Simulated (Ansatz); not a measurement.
GaH6OSbSi (`[SiH3][GaH][O][SbH2]`). The species carries charge 0 and has multiplicity 1. Sb: def2 effective core potential.

Cartesian coordinates in Å:
```
Si 0.987 0.803 1.000
Ga 0.759 0.163 -1.319
O -0.614 -0.911 -1.739
Sb -2.017 -1.651 -0.598
H 2.037 1.847 1.153
H -0.293 1.343 1.534
H 1.380 -0.370 1.829
H 1.642 0.527 -2.561
H -2.753 -0.149 -0.181
H -1.128 -1.601 0.882
```

Question: What are the harmonic wavenumbers in cm⁻¹ at PBE0-D4/def2-TZVP (Ansatz, finite differences of forces, unscaled)? (Estimate.)

Answer: Ansatz gave: 53, 66, 89, 104, 142, 326, 350, 434, 472, 504, 609, 662, 699, 807, 840, 863, 931, 941, 1893, 1907, 1967, 2207, 2217, 2222.

Question: Is this a minimum?

Answer: Yes, all 24 modes are real.

Question: Give the ideal-gas thermochemistry at 298.15 K and 1 bar (rigid rotor, harmonic oscillator; point group C1, symmetry number 1).

Answer: Zero-point energy 127.4 kJ/mol; H(298) − E = 153.0 kJ/mol; entropy 408.1 J/(mol·K), of which translation 177.3, rotation 124.7, vibration 106.1; G(298) − E = 31.3 kJ/mol. Modes under 100 cm⁻¹ are hindered rotations or soft bends, so the harmonic entropy is rough.

Question: Rotational constants (cm⁻¹)?

Answer: 0.1078, 0.02417, 0.02002.
